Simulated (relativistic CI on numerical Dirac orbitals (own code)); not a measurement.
## One change at a time: As³⁺

Base calculation: Dirac-Coulomb-Breit CI, separate exchange-only KLI orbitals for each configuration, QED by a radiative potential, valence Slater integrals scaled by 0.85, P86 correlation energy added to each configuration.

Configuration list (outside the closed core [Ar] 3d10): 4s², 4s4p, 4p², 4s4d, 4s4f, 4d², 4s5s, 4p4d, 4s5p, 4f², 4s5d, 4p4f, 4s6s, 4s6p, 4p5s, 4s5f, 4s5g, 4s6d, 4s7s, 4s7p, 4s6f, 4d4f. Levels of other configurations are missing.

The lowest level and the first level of each name with at least 55 % of one term (blank where a level has no safe partner in the second run):

| Level | Base (cm⁻¹) | Shift (cm⁻¹) |
| --- | --- | --- |
| 4s² ¹S0 | 0.0 | 0.0 |
| 4s4p ³P°0 | 72407.4 | +282.8 |
| 4s4p ³P°1 | 73503.6 | +283.8 |
| 4s4p ³P°2 | 75891.8 | +284.4 |
| 4s4p ¹P°1 | 109500.3 | +544.1 |
| 4p² ¹D2 | 175944.3 | +778.1 |
| 4p² ³P0 | 176790.3 | +756.7 |
| 4p² ³P1 | 178214.8 | +770.4 |
| 4p² ³P2 | 180916.0 | +794.1 |
| 4s4d ³D1 | 206920.7 | +894.5 |
| 4s4d ³D2 | 207040.5 | +896.0 |
| 4s4d ³D3 | 207224.0 | +898.1 |
| 4p² ¹S0 | 208382.1 | +920.4 |
| 4s5s ³S1 | 216908.1 | +1269.8 |
| 4s5s ¹S0 | 224109.3 | +2011.8 |
| 4s4d ¹D2 | 226452.5 | +1132.6 |
| 4s5p ³P°0 | 247348.5 | +1356.2 |
| 4s5p ³P°1 | 247630.4 | +1355.6 |
| 4s5p ³P°2 | 248393.4 | +1352.8 |
| 4s5p ¹P°1 | 251153.7 | +1308.5 |
| 4s4f ³F°2 | 282239.8 | +1964.6 |
| 4s4f ³F°3 | 282699.2 | +1978.0 |

For a near-neutral ion this model can misplace configurations by up to about 10,000 cm⁻¹ (more where the count of f electrons changes) and terms by 10 to 25 % of their spread. Rates follow the energies as ν³ (E1, M1) or ν⁵ (E2), so they and the lifetimes can be off by large factors. The fine structure of a lone outer electron comes out too small, for d and f at times inverted, and misplaced configurations move strength between like terms. 20 of the 20 excited levels that our extract of the measured tables holds in this range could be paired (the sources list more); they are missed by 3397 cm⁻¹ on average and 3892 at most, and levels without a partner can miss by more.

(1) One thing was changed in a second run, which moved the levels as shown. Which?
A. configuration mixing switched off
B. non-relativistic limit
C. valence Slater integrals scaled by 0.75
D. QED terms removed
E. one mean potential for all configurations
F. Breit term removed
G. no correlation estimate

Results:

(1) E. One mean potential for all configurations. One potential for all configurations removes the relaxation of the orbitals, which moves whole configurations and changes the integrals a little.

LS names give the leading component of a level, which can be under half, so a name can repeat, a term be missing and a line seem to break the LS rules.
